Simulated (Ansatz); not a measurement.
Coupled-cluster diagnostics for V(NH2)3 (VN₃H₆), Ansatz.

Geometry of the triplet (PBE-D4/def2-SVP):

```
atom    x (Å)    y (Å)    z (Å)
  V1  -0.2235  -0.0636   0.2898
  N2   0.4604  -1.5976  -0.4902
  H3   1.0962  -1.6773  -1.2937
  H4   0.2416  -2.5420  -0.1433
  N5   0.9894   0.8764   1.3407
  H6   1.7499   0.4158   1.8562
  H7   1.1848   1.8836   1.3082
  N8  -1.5889   0.7466  -0.6786
  H9  -2.2377   0.2162  -1.2735
 H10  -1.6723   1.7419  -0.9156
```

Correlated methods freeze 8 core orbitals; core or outer-core shells of V are correlated, in sets that lack core-valence functions.

(1) Estimate the CCSD(T) correlation energy, the shares of MP2 and (T), T1 and the reference's ⟨S²⟩ for: charge 0, triplet, own geometry in def2-TZVP; charge 1, doublet, vertical in def2-TZVP; and the rough time on 4 threads of Intel Xeon 6975P-C on a shared host.

## Answers

(1) 
| state | basis | correlation (eV) | MP2 share (%) | (T) share (%) | T1 | ⟨S²⟩ (pure) | wall time | remarks |
| --- | --- | --- | --- | --- | --- | --- | --- | --- |
| charge 0, triplet, own geometry | def2-TZVP | -29.821 | 92.3 | 4.4 | 0.032 | 2.02 (2.00) | 65 s | – |
| charge 1, doublet, vertical | def2-TZVP | -29.875 | 87.7 | 5.6 | 0.092 | 1.66 (0.75) | 97 s | large T1, spin-contaminated |
Customary marks for T1 are 0.02 (closed shells), 0.045 (open shells) and about 0.05 (3d metals). T1 exceeds 0.02 in 2 of 2 rows and 0.045 in 1; the higher it lies, the less the single-reference result can be trusted.
